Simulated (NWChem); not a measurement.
Species: InH, singlet; SMILES [InH]

Computed with NWChem. Low-valent species are run as closed-shell singlets; no triplet was tried in these runs. def2 effective core potentials on In; no spin-orbit coupling. Each level has its own optimisation; frequencies are unscaled.

```tsv
level	r H–In (Å)	highest harmonic frequency (cm⁻¹)	zero-point energy (kcal/mol)
CAM-B3LYP/def2-SVP	1.855	…	2.1
BP86/def2-TZVP	1.871	1398	2.0
LDA (Slater exchange, VWN5)/def2-SVP	1.864	1425	2.0
PBE0/def2-SVP	1.863	1450	2.1
```

**Question.** Complete the blanks.

**Answer.** 
- CAM-B3LYP/def2-SVP, highest harmonic frequency (cm⁻¹): 1470
